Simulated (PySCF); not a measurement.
Compound: C9H11N.
Z-matrix (Å and degrees, PBE0-D3(BJ)/def2-SVP geometry), rows numbered from 1:
```
C 
C   1  1.3440
C   2  1.5032  1  120.11
C   2  1.4806  1  122.46  3  -179.44
C   4  1.4035  2  121.58  1   159.17
C   5  1.3895  4  122.08  2  -178.93
C   6  1.4036  5  120.86  4    -0.64
N   7  1.3782  6  121.29  5  -177.55
C   7  1.4070  6  117.60  5    -0.37
C   9  1.3857  7  120.88  6     0.56
H   1  1.0927  2  120.90  3    -2.21
H   1  1.0920  2  122.28  3   176.92
H   3  1.0982  2  111.05  1     6.39
H   3  1.1025  2  111.34  1  -113.32
H   3  1.1017  2  111.38  1   127.54
H   5  1.0915  4  119.82  2     0.14
H   6  1.0935  5  119.67  4   179.62
H   8  1.0110  7  116.71  6  -160.31
H   8  1.0109  7  116.72  6   -21.35
H   9  1.0936  7  119.39  6  -178.45
H  10  1.0919  4  119.38  2    -2.13
```

Method: PBE0-D3(BJ)/def2-SVP geometry optimisation, gas phase in PySCF 2.14.0.

Take the most abundant isotopes and a rigid rotor. The values belong to one conformer with, in the numbering `[CH2:1]=[C:2]([CH3:3])[c:4]1[cH:5][cH:6][c:7]([NH2:8])[cH:9][cH:10]1`, C1–C2–C4–C5 159°.

(1) What are A, B and C (cm⁻¹)?

(2) Classify the top.

(3) Is it planar, by Δ = Ic − Ia − Ib?

(4) Give the coordinates in the principal-axis frame, origin at the centre of mass.

(5) List the rotational levels J(Ka,Kc) to J = 2 (K).

(6) Predict some low-J microwave lines.

## Answers

(1) Ia = 141.90, Ib = 640.50, Ic = 770.58 u·Å²; 505379 MHz·u·Å²/I gives 3562, 789.0 and 655.8 MHz, that is A = 0.11880, B = 0.02632, C = 0.02188 cm⁻¹.

(2) A near-prolate asymmetric top: κ = (2 × 789.0 − 3562 − 655.8)/(3562 − 655.8) = -0.91.

(3) Not planar: Δ = Ic − Ia − Ib = -11.81 u·Å². For a rigid frame Δ = −2 Σ m c², so Σ m c² = 5.91 u·Å² lies off the ab plane: 2.79 from hydrogen and 3.12 from heavier atoms. The atom farthest from that plane is 1.23 Å away.

(4) The sense of each axis is arbitrary; atoms in the order of the calculation.
```
atom  mass (u)   a (Å)   b (Å)   c (Å)
  C1    12.000  -2.887  -1.201  -0.295
  C2    12.000  -2.194  -0.084  -0.018
  C3    12.000  -2.919   1.199   0.281
  C4    12.000  -0.714  -0.050  -0.003
  C5    12.000  -0.005   1.153  -0.142
  C6    12.000   1.384   1.194  -0.151
  C7    12.000   2.140   0.020  -0.007
  N8    14.003   3.517   0.056   0.035
  C9    12.000   1.441  -1.190   0.155
 C10    12.000   0.055  -1.216   0.158
 H11     1.008  -3.980  -1.204  -0.273
 H12     1.008  -2.398  -2.139  -0.565
 H13     1.008  -4.003   1.034   0.344
 H14     1.008  -2.744   1.951  -0.506
 H15     1.008  -2.575   1.643   1.229
 H16     1.008  -0.547   2.092  -0.263
 H17     1.008   1.897   2.153  -0.268
 H18     1.008   4.001  -0.808  -0.166
 H19     1.008   3.963   0.871  -0.363
 H20     1.008   2.000  -2.119   0.296
 H21     1.008  -0.448  -2.173   0.312
```

(5) Above 0(0,0), as E/k:
J = 1: 1(0,1) 0.069, 1(1,1) 0.202, 1(1,0) 0.209
J = 2: 2(0,2) 0.208, 2(1,2) 0.335, 2(1,1) 0.354, 2(2,1) 0.753, 2(2,0) 0.753
Those of J = 1 are B + C, A + C and A + B.

(6) The dipole components are |μa| = 2.18 D, |μb| = 0.33 D, |μc| = 0.76 D. The squared components, which scale the intensities, stand as 1.00 : 0.02 : 0.12 (a : b : c). Some lines, for components of 0.1 D or more:

| type | branch | J(Ka,Kc) | MHz | lower level (cm⁻¹) |
| --- | --- | --- | --- | --- |
| a | Q | 2(1,1) ← 2(1,2) | 400 | 0.233 |
| a | R | 1(0,1) ← 0(0,0) | 1445 | 0.000 |
| c | Q | 2(1,2) ← 2(0,2) | 2644 | 0.144 |
| a | R | 2(1,2) ← 1(1,1) | 2757 | 0.141 |
| c | Q | 1(1,1) ← 1(0,1) | 2773 | 0.048 |
| b | Q | 1(1,0) ← 1(0,1) | 2906 | 0.048 |
| b | R | 1(1,1) ← 0(0,0) | 4217 | 0.000 |
| c | R | 1(1,0) ← 0(0,0) | 4351 | 0.000 |
| c | R | 2(1,1) ← 1(0,1) | 5929 | 0.048 |
| c | Q | 2(2,1) ← 2(1,1) | 8318 | 0.246 |
| b | Q | 2(2,0) ← 2(1,1) | 8322 | 0.246 |
| b | R | 2(2,1) ← 1(1,0) | 11341 | 0.145 |
| c | R | 2(2,0) ← 1(1,0) | 11345 | 0.145 |
| c | R | 2(2,1) ← 1(1,1) | 11474 | 0.141 |

Stationary, but not proved a minimum. No vibrational averaging or centrifugal distortion is included, and the geometry carries the error of its method. A rigid rotor knows nothing of inversion at nitrogen or internal rotation, which can split or shift real lines. Quadrupole hyperfine structure (14N) is left out.
